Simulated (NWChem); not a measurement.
System: InH, singlet; SMILES [InH]

Computed with NWChem. Low-valent species are run as closed-shell singlets; no triplet was tried in these runs. Coordinates come from a PBE0/def2-SVP optimisation. def2 effective core potentials on In; no spin-orbit coupling. B3LYP is NWChem's, with the RPA form of VWN correlation. Vertical excitations in the gas phase; the lowest state need not have the same character in each row.

| level | lowest excitation, singlet (eV) | oscillator strength of that lowest state | lowest state with f > 0.02, singlet (eV) | oscillator strength of that bright state | orbital gap (eV) |
|---|---|---|---|---|---|
| PBE/def2-SVP, full TDDFT | 2.64 | 0.022 | 2.64 | 0.022 | 2.33 |
| B3LYP/def2-SVP, full TDDFT | 2.72 | 0.025 | 2.72 | 0.025 | 3.56 |
| LDA (Slater exchange, VWN5)/def2-SVP, full TDDFT | ? | 0.018 | ? | ? | ? |

Q: Some entries are withheld; supply them.

A: 
- LDA (Slater exchange, VWN5)/def2-SVP, full TDDFT, lowest excitation, singlet (eV): 2.57
- LDA (Slater exchange, VWN5)/def2-SVP, full TDDFT, lowest state with f > 0.02, singlet (eV): 7.26
- LDA (Slater exchange, VWN5)/def2-SVP, full TDDFT, oscillator strength of that bright state: 0.649
- LDA (Slater exchange, VWN5)/def2-SVP, full TDDFT, orbital gap (eV): 2.23
